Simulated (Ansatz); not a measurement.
Basis-set extrapolation for C$_{3}$H$_{2}$F$_{6}$, SMILES `FC(F)C(F)C(F)(F)F` (PBE0-D4/def2-TZVP geometry, frozen core, the Gaussian-basis code of Ansatz). Multiplicity 1, RHF reference.

```tsv
	def2-TZVPP	def2-QZVPP
HF	-711.715476	-711.745813
MP2 correlation	-1.961226	-2.138534
CCSD(T) correlation	-2.041787	not run
```

Energies in hartree. Use E(X) = E(∞) + A·exp(−7.88·√X) for Hartree–Fock and E(X) = E(∞) + B·X^(−2.97) for correlation, with X = 3 and 4, and add CCSD(T) minus MP2 of the smaller set to the MP2 limit.

What is the CCSD(T) energy at the basis-set limit?

HF limit: -711.745813 + (-0.030337) × 0.13774 = -711.74999. MP2 limit: -2.138534 + (-0.177308) × 0.74074 = -2.26987. Higher-order term: -2.041787 − (-1.961226) = -0.08056. Total: -714.10042 hartree, 9.34 eV below CCSD(T)/def2-TZVPP.
